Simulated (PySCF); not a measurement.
Correlation energy of Mo+ (molybdenum, charge +1)

[Kr] 4d4 5s1, high-spin 6D determinant (an excited configuration). Calculation: PySCF 2.14, in aug-cc-pVTZ-PP with ECP28MDF (6s6p5d3f2g, 88 functions); scalar relativity through the core potential. Frozen: 4s2 4p6; 5 electrons correlated.

```
  level  correlation energy (mhartree)
   CCSD                         -59.63
    (T)                          -1.11
CCSD(T)                         -60.74
```

Diagnostics: T1 = 0.0062, D1 = 0.0184, largest double amplitude 0.022.

Cost of the coupled-cluster step: roughly 13 core-seconds, for 5 correlated electrons.

Iterations:

```
CC2 = 0
CCSD nocc = (np.int64(5), np.int64(0)), nmo = (84, 84)
frozen orbitals [[0, 1, 2, 3], [0, 1, 2, 3]]
max_cycle = 100
direct = 0
conv_tol = 1e-08
conv_tol_normt = 1e-06
diis_space = 8
diis_start_cycle = 0
Init t2, MP2 energy = -0.0523292201765945
Init E_corr(UCCSD) = -0.0523292201783782
cycle = 1  E_corr(UCCSD) = -0.0583950670147371  dE = -0.00606584684  norm(t1,t2) = 0.0233866
cycle = 2  E_corr(UCCSD) = -0.0593115833453211  dE = -0.000916516331  norm(t1,t2) = 0.00760028
cycle = 3  E_corr(UCCSD) = -0.0596551498510672  dE = -0.000343566506  norm(t1,t2) = 0.00323907
cycle = 4  E_corr(UCCSD) = -0.0596253556752715  dE = 2.97941758e-05  norm(t1,t2) = 0.000491591
cycle = 5  E_corr(UCCSD) = -0.0596299306887506  dE = -4.57501348e-06  norm(t1,t2) = 0.000170423
cycle = 6  E_corr(UCCSD) = -0.0596297816225912  dE = 1.49066159e-07  norm(t1,t2) = 3.42429e-05
cycle = 7  E_corr(UCCSD) = -0.0596298253424532  dE = -4.3719862e-08  norm(t1,t2) = 8.25307e-06
cycle = 8  E_corr(UCCSD) = -0.0596297661063251  dE = 5.92361281e-08  norm(t1,t2) = 2.23017e-06
cycle = 9  E_corr(UCCSD) = -0.0596297808904546  dE = -1.47841295e-08  norm(t1,t2) = 4.86694e-07
cycle = 10  E_corr(UCCSD) = -0.0596297797855235  dE = 1.10493105e-09  norm(t1,t2) = 1.23377e-07
UCCSD converged
E(UCCSD) = -67.12293044116105  E_corr = -0.05962977978552355
UCCSD(T) correction = -0.00110609823611668
```
